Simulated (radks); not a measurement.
Task: Te4+, configuration [Kr] 4d10 5s2. Calculated with a radial shooting solver on a logarithmic mesh with Libxc functionals: Dirac Kohn-Sham, PBE, spin-unpolarised, spherical densities, finite nucleus; Fermi nuclear charge, rms radius 4.7423 fm. Some entries of the table are withheld. Estimate them.

| orbital | occ. | eigenvalue (eV) | <1/r> (bohr^-1) |
|---|---|---|---|
| 1s1/2 | 2 | -31648.86 | 55.57 |
| 2s1/2 | 2 | -4888.951 | 12.94 |
| 2p1/2 | 2 | (1) | 12.93 |
| 2p3/2 | 4 | (2) | 11.96 |
| 3s1/2 | 2 | -1007.933 | 4.603 |
| 3p1/2 | 2 | -882.3113 | 4.513 |
| 3p3/2 | 4 | -831.1416 | 4.275 |
| 3d3/2 | 4 | (3) | 4.127 |
| 3d5/2 | 6 | (4) | 4.066 |
| 4s1/2 | 2 | -207.5134 | 1.836 |
| 4p1/2 | 2 | (5) | (6) |
| 4p3/2 | 4 | (7) | (8) |
| 4d3/2 | 4 | -85.4415 | 1.392 |
| 4d5/2 | 6 | -83.9492 | 1.373 |
| 5s1/2 | 2 | -53.2222 | 0.7009 |
| 5p1/2 | 0 | -42.4147 | 0.6197 |
| 5p3/2 | 0 | -41.0343 | 0.5992 |
| 6s1/2 | 0 | -23.3366 | 0.3536 |

Result: 
(1) 2p1/2 eigenvalue (eV): -4583.503
(2) 2p3/2 eigenvalue (eV): -4308.999
(3) 3d3/2 eigenvalue (eV): -609.5318
(4) 3d5/2 eigenvalue (eV): -598.8314
(5) 4p1/2 eigenvalue (eV): -164.3006
(6) 4p1/2 <1/r> (bohr^-1): 1.725
(7) 4p3/2 eigenvalue (eV): -154.5601
(8) 4p3/2 <1/r> (bohr^-1): 1.648
